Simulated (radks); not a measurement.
Results of a calculation; reference values are marked as such.
How relativity changes the ionisation of the boron ion B+ ([He] 2s2) to B2+ ([He] 2s1). Spin-unpolarised spherical Kohn-Sham, PBE, point nucleus unless stated (finite: rms radius 2.406 fm), a radial shooting solver on a logarithmic mesh with Libxc functionals. A level marked "c x" has the speed of light scaled by that factor.

level,E(B+) (hartree),E(B2+) (hartree),IE (eV),HOMO,<r> HOMO (bohr)
non-rel.,-24.29343,-23.35945,25.415,2s,1.780
scalar-rel.,-24.30114,-23.36689,25.422,2s,1.779
"scalar-rel., finite nucleus",-24.30114,-23.36689,25.422,2s,1.779
Dirac,-24.30114,-23.36689,25.422,2s1/2,1.779
"Dirac, finite nucleus",-24.30114,-23.36689,25.422,2s1/2,1.779
"Dirac, c x 1.5",-24.29686,-23.36276,25.418,2s1/2,1.780
"Dirac, c x 5",-24.29374,-23.35975,25.415,2s1/2,1.780
"Dirac, c x 10",-24.29351,-23.35953,25.415,2s1/2,1.780

NIST Atomic Spectra Database: 25.155 eV (measured). The relativistic part of the total energy of B+ is -0.007704 hartree (Dirac, finite nucleus), 0.032 % of the non-relativistic value. Spin polarisation and multiplet splitting of open shells are left out at every level.

Beside tabulated values, note that spin-unpolarised runs miss the spin-polarisation part of the exchange energy of open shells.
